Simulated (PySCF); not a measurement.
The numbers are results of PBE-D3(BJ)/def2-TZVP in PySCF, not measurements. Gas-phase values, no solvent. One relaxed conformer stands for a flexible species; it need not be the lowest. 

Reference species (SMILES): `[InH]([SH])[SH]` (H–S–In–S torsion 0°, S–In–S–H torsion 0°) (neutral, multiplicity 1).

| Item | Result |
|---|---|
| HOMO–LUMO gap | 4.08 eV |

Changed species: `[SH][InH2]` (1 of 3 H replaced by SH; the reference has 2 of 3 H replaced by SH).

Question: What does the change do to the HOMO–LUMO gap?

Answer: the HOMO–LUMO gap falls by 0.25 eV, to 3.83 eV.
